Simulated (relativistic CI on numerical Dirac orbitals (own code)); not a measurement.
Er¹⁴⁺: sensitivity of the levels to the model

Base calculation: Dirac-Coulomb-Breit CI, separate exchange-only KLI orbitals for each configuration, model QED, unscaled Slater integrals.

Configurations in the expansion (outside the closed core [Kr] 4d10): 4f⁷5s, 4f⁸, 4f⁶5s², 4f⁷5p, 4f⁵5s²5p, 4f⁶5s5p, 4f⁵5s²6s, 4f⁶5s6s, 4f⁵5s6s². Levels of other configurations are missing.

Variants: (1) valence Slater integrals scaled by 0.9; (2) configuration mixing switched off; (3) one mean potential for all configurations. Shifts of the energy above 4f⁷5s ⁹S°4, in cm⁻¹, for the lowest level and the first level of each name with at least 55 % of one term (blank where a level changes its place among those of its configuration and J or its character, or is not in the variant):

| Level | Base | Δ(1) | Δ(2) | Δ(3) |
| --- | --- | --- | --- | --- |
| 4f⁷5s ⁹S°4 | 0.0 | 0.0 | 0.0 | 0.0 |
| 4f⁶5s² ⁷F0 | 22874.7 | -6090.1 | +510.4 | +12191.6 |
| 4f⁶5s² ⁷F1 | 24081.9 | -5932.0 | +506.7 | +12304.4 |
| 4f⁶5s² ⁷F2 | 25968.7 | -5797.0 | +504.1 | +12432.3 |
| 4f⁶5s² ⁷F3 | 28185.4 | -5725.2 | +503.7 | +12543.7 |
| 4f⁶5s² ⁷F4 | 30534.3 | -5715.1 | +506.2 | +12632.0 |
| 4f⁶5s² ⁷F5 | 32895.2 | -5761.3 | +512.4 | +12695.6 |
| 4f⁶5s² ⁷F6 | 35171.7 | -5867.5 | +524.9 | +12730.6 |
| 4f⁷5s ⁷S°3 | 36912.1 | -3800.9 | +0.4 | +120.3 |
| 4f⁶5s² ⁵D0 | 51747.8 | -9412.1 | +571.9 | +11393.5 |
| 4f⁶5s² ⁵D1 | 56559.7 | -9158.1 | +547.7 | +11671.4 |
| 4f⁷5s ⁷P°4 | 59812.3 | -6534.9 | +17.0 | +61.3 |
| 4f⁷5s ⁷P°3 | 61054.9 | -6424.1 | +14.5 | +60.4 |
| 4f⁷5s ⁷P°2 | 62179.0 | -6350.7 | +14.0 | +58.7 |
| 4f⁶5s² ⁵D2 | 62603.2 | -9147.6 | +535.7 | +11875.0 |
| 4f⁷5s ⁷I°3 | 65147.0 | -6811.2 | +6.8 | +62.2 |
| 4f⁷5s ⁷I°9 | 65471.9 | -6669.0 | +8.1 | +58.5 |
| 4f⁷5s ⁷I°4 | 65631.4 | -6740.1 | +6.5 | +61.0 |
| 4f⁷5s ⁷I°5 | 66076.7 | -6676.1 | +6.4 | +59.9 |
| 4f⁷5s ⁷I°8 | 66234.9 | -6606.0 | +7.2 | +58.0 |
| 4f⁶5s² ⁵L6 | 66262.5 | -10213.8 | +475.6 | +11511.9 |
| 4f⁷5s ⁷I°6 | 66395.5 | -6625.2 | +6.4 | +59.0 |

At this charge transitions that keep the count of f electrons are usually good to a few per cent. Terms inside the open d or f shell come out 10 to 20 % too wide with unscaled integrals. Levels and lines within the n = 5 or 6 shells can be off by up to 10 % or somewhat more, and those that change n by about 2 %, since core polarisation is missing. Levels that differ in their count of f electrons can be misplaced by several ten thousand cm⁻¹, since the correlation energy of f electrons is missing or only estimated; rates across such gaps can be off by orders of magnitude.

Ionisation energy from one configuration of each of the two ions, the ground ones as tabulated or assumed: base 302.264 eV; valence Slater integrals scaled by 0.9 302.088 eV. The NIST ASD value (theoretical) is 311 ± 16 eV.

LS names give the leading component of a level, which can be under half, so a name can repeat, a term be missing and a line seem to break the LS rules.
